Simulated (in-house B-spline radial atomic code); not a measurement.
A calculation on Tc³⁺ (an excited or competing configuration): its settings, and results tabulated from the run. Computed with an all-electron radial atomic-structure program (B-spline basis): Dirac-Hartree-Fock, average of the jj configuration, Fermi nucleus of rms radius 4.41117 fm.

In the input, a minus or plus after the letter marks the j = l - 1/2 or j = l + 1/2 subshell.

Command:
```bash
python run_scf.py task.json out
```
Settings (nuclear radius in fm, mass in u):
```
Z                43
configuration    1s2 2s2 2p6 3s2 3p6 3d10 4s2 4p-2 4p+3 4d-1 4d+3 6s1
hamiltonian      dirac
method           hf
spin_polarised   False
nucleus          fermi
rms_radius       4.41117
atomic_mass      96.90636
speed_of_light   137.035999084
```

Output (hartree, bohr):
```
 radial grid: 78 intervals, B-splines of order 8, outer radius 51.8919 bohr

 iter        energy (Eh)    residual
    1       -4272.324764    5.41e-01
    2       -4278.487149    2.14e-01
    3       -4279.773616    6.40e-02
    4       -4279.885171    2.04e-02
    5       -4279.895360    7.39e-03
    6       -4279.897096    1.23e-03
    7       -4279.897119    1.42e-04
    8       -4279.897119    2.93e-05
    9       -4279.897119    1.51e-06
   10       -4279.897119    4.76e-08

 total energy                     -4279.89712
 kinetic                            4446.8407
 electron-nucleus                 -10284.0321
 electron-electron                  1557.2943

 first-order corrections (not in the total)
   Gaunt                             2.9200
   retardation                      -0.2905
   frequency dependence             -0.0191
   self-energy                       1.9648
   Uehling                          -0.2285
   Wichmann-Kroll                    0.0036
   recoil                            0.0170

 orbital      occ     eigenvalue          <r>       <r^2>       <1/r>     <1/r^3>       r_max    small
 1s1/2      2.000      -779.8415    0.0342715  0.00158557     44.7109           -     0.02228  2.46e-02
 2s1/2      2.000      -115.5159     0.148938    0.026218     10.2286           -      0.1261  5.10e-03
 2p1/2      2.000      -106.2874     0.127169   0.0198572     10.1697           -     0.09824  5.08e-03
 2p3/2      4.000      -101.9147     0.131809   0.0212064      9.6635      2586.5      0.1021  4.90e-03
 3s1/2      2.000       -22.6988     0.412398     0.19471     3.52818           -      0.3712  1.38e-03
 3p1/2      2.000       -19.1015      0.40692    0.192565     3.42086           -      0.3591  1.32e-03
 3p3/2      4.000       -18.3339     0.417588    0.202695     3.29817     441.677      0.3683  1.28e-03
 3d3/2      4.000       -12.0098      0.39562     0.18737     3.10383     64.7062      0.3106  1.15e-03
 3d5/2      6.000       -11.8755     0.398726    0.190164     3.07453     61.7005      0.3132  1.14e-03
 4s1/2      2.000        -4.7771      1.04581     1.23325     1.29644           -      0.9436  3.14e-04
 4p1/2      2.000        -3.6091      1.12399     1.43545     1.19057           -      0.9962  2.74e-04
 4p3/2      3.000        -3.5497      1.14883     1.49965     1.16087     66.1106       1.019  2.66e-04
 4d3/2      1.000        -1.8762      1.42235     2.34687    0.915687     6.54216       1.194  1.76e-04
 4d5/2      3.000        -1.8404      1.44171     2.41158     0.90205     6.10859       1.208  1.72e-04
 6s1/2      1.000        -0.6077      5.02489     28.0758    0.260769           -       4.973  2.51e-05
```

Run time, properties included: 1.2 s on 1 thread of Arm Neoverse V2, with other jobs on the host.

For the Dirac Hamiltonian the kinetic term is c α·p + (β - 1)c².
